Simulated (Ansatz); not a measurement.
`CO[SiH](O)Br`. Total charge 0; spin multiplicity 1. The geometry is a stationary point of PBE0-D4/def2-TZVP. It is one conformer, not always the lowest.

```xyz
10

C    -0.016    1.298   -1.026
O    -0.659    0.087   -0.679
Si   -0.341   -0.773    0.653
O     1.262   -1.073    0.693
Br   -1.503   -2.647    0.510
H    -0.168    2.064   -0.258
H     1.056    1.146   -1.171
H    -0.454    1.652   -1.960
H    -0.780   -0.077    1.882
H     1.604   -1.676    1.355
```

Problem. What is the dipole moment at r2SCAN/def2-TZVPP? (Best estimate.)

Solution. The calculation gave: 2.16 D, with components (1.51, 1.28, 0.88) D in this frame, pointing from negative to positive charge.

Problem. And with PBE, B3LYP, ωB97M-V? (Best estimate.)

Solution. The calculation gave: PBE 2.08 D, B3LYP 2.18 D, ωB97M-V 2.21 D.

Problem. Give the Mulliken charges with r2SCAN, PBE, ωB97M-V in def2-TZVPP. (Estimate.)

Solution. The calculation gave: 
```json
{"atom": "C1", "r2SCAN": "0.00", "PBE": "-0.15", "ωB97M-V": "-0.19"}
{"atom": "O2", "r2SCAN": "-0.37", "PBE": "-0.28", "ωB97M-V": "-0.35"}
{"atom": "Si3", "r2SCAN": "0.67", "PBE": "0.55", "ωB97M-V": "0.59"}
{"atom": "O4", "r2SCAN": "-0.39", "PBE": "-0.33", "ωB97M-V": "-0.36"}
{"atom": "Br5", "r2SCAN": "-0.22", "PBE": "-0.20", "ωB97M-V": "-0.20"}
{"atom": "H6", "r2SCAN": "0.06", "PBE": "0.10", "ωB97M-V": "0.12"}
{"atom": "H7", "r2SCAN": "0.07", "PBE": "0.11", "ωB97M-V": "0.13"}
{"atom": "H8", "r2SCAN": "0.07", "PBE": "0.11", "ωB97M-V": "0.13"}
{"atom": "H9", "r2SCAN": "-0.10", "PBE": "-0.09", "ωB97M-V": "-0.05"}
{"atom": "H10", "r2SCAN": "0.20", "PBE": "0.19", "ωB97M-V": "0.18"}
```

B3LYP here is the variant with VWN-RPA as its local correlation; programs differ in this.

All numbers were calculated with Ansatz.
